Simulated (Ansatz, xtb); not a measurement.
Relative energy of two conformers of C2H7OSi+

We compare I, `CC[SiH+]O`, a singlet, with II, `CC[SiH+]O`, a singlet. Both are isolated ions in the gas phase, relaxed with PBE-D3(BJ)/def2-SVP.

I (Å):

```yaml
atoms:
  - { symbol: C, position_ang: [-1.2535, -2.5930, -0.8598] }
  - { symbol: C, position_ang: [-0.8625, -1.4062, 0.0483] }
  - { symbol: O, position_ang: [-2.3399, 0.3703, 1.8870] }
  - { symbol: Si, position_ang: [-1.9786, -1.1516, 1.4813] }
  - { symbol: H, position_ang: [-1.3187, -3.5493, -0.3041] }
  - { symbol: H, position_ang: [-2.2156, -2.4188, -1.3785] }
  - { symbol: H, position_ang: [-0.4733, -2.7171, -1.6353] }
  - { symbol: H, position_ang: [0.1452, -1.5700, 0.5066] }
  - { symbol: H, position_ang: [-0.7938, -0.4358, -0.4904] }
  - { symbol: H, position_ang: [-2.5898, -2.2363, 2.3061] }
  - { symbol: H, position_ang: [-2.9070, 0.6454, 2.6374] }
```

II (Å):

```xyz
11

C    -1.3313    0.0911   -0.7572
C    -2.6454   -0.0809    0.0359
O     0.4873   -1.8664   -2.3067
Si   -0.9735   -1.3125   -1.8952
H    -1.3856    0.9819   -1.4335
H    -0.4453    0.2663   -0.1082
H    -2.0097   -2.1119   -2.5998
H    -2.5843   -0.9115    0.7648
H    -2.8429    0.8490    0.6032
H    -3.5181   -0.2540   -0.6244
H     1.3533   -1.5347   -1.9918
```

Q: Which of the two would you expect CCSD(T)/def2-SVP + ΔMP2/def2-TZVPP electronic energies to favour?

A: Too close to call at this level: CCSD(T)/def2-SVP + ΔMP2/def2-TZVPP gives E(II) − E(I) = +1.71 kJ/mol.

Level by level:

```
                             level             geometry  E(II) − E(I) (kJ/mol)  departure from the last row (kJ/mol)  job, with rough time for the two
               PBE-D3(BJ)/def2-SVP  PBE-D3(BJ)/def2-SVP                   +1.57                                 −0.14                optimisation, 56 s
                       HF/def2-SVP  PBE-D3(BJ)/def2-SVP                   +2.47                                 +0.76           part of the CCSD(T) run
                      MP2/def2-SVP  PBE-D3(BJ)/def2-SVP                   +1.51                                 −0.20           part of the CCSD(T) run
                  CCSD(T)/def2-SVP  PBE-D3(BJ)/def2-SVP                   +1.51                                 −0.20                      single point
CCSD(T)/def2-SVP + ΔMP2/def2-TZVPP  PBE-D3(BJ)/def2-SVP                   +1.71                                                      single point, 18 s
```

The largest departure from CCSD(T)/def2-SVP + ΔMP2/def2-TZVPP is that of HF/def2-SVP, 0.76 kJ/mol. Levels run at GFN2-xTB geometries aren't shown. The last row adds to CCSD(T) the change of the MP2 difference between the two basis sets, here +0.20 kJ/mol.

With harmonic frequencies from PBE-D3(BJ)/def2-SVP (ideal gas, rigid rotor, one conformer each, 298.15 K, 1 atm): on the last row, ΔE + ΔZPE = +1.69 kJ/mol. A mode under 50 cm⁻¹ makes harmonic enthalpies and free energies unreliable, so none is given.

The correlated steps freeze 8 core orbitals. Codes used: Ansatz 0.2.0; the last row on 2 threads of Arm Neoverse V1 on a shared host.
